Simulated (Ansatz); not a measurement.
System: C3H5N, net charge 0, singlet state. SMILES: [C-]#[N+]CC
Structure (B3LYP-D3(BJ)/def2-TZVP (Ansatz, a quantum-chemistry and plane-wave program) minimum search):
```xyz
9

C     -1.5290     0.2840    -0.1251
C     -0.2976    -0.5526    -0.4537
N      0.8749    -0.0301     0.1651
C      1.8162     0.4197     0.6833
H     -1.4021     1.3088    -0.4729
H     -1.7052     0.3036     0.9501
H     -2.4041    -0.1449    -0.6144
H     -0.4263    -1.5820    -0.1143
H     -0.1245    -0.5812    -1.5311
```
Charge 0, spin multiplicity 1.

Computed values are from Ansatz. Cores are frozen in the correlated levels unless marked. UHF or UKS for open shells. Spin-orbit coupling is left out. No relativistic terms. CBS(X,Y): correlation extrapolated as X^-3; Hartree-Fock from the larger set.

atomisation energy De: 885.2 kcal/mol at CCSD(T)/CBS(cc-pVTZ,cc-pVQZ)
total energy: -171.8088 Eh at CCSD(T)/CBS(cc-pVTZ,cc-pVQZ)
dipole moment: 4.06 D at CCSD(T)/aug-cc-pVDZ
T1 diagnostic: 0.012 at CCSD/cc-pVQZ
measured enthalpy of formation, 298 K: 33.9 kcal/mol (CRC Handbook, as tabulated in the package chemicals; older table, unchecked)
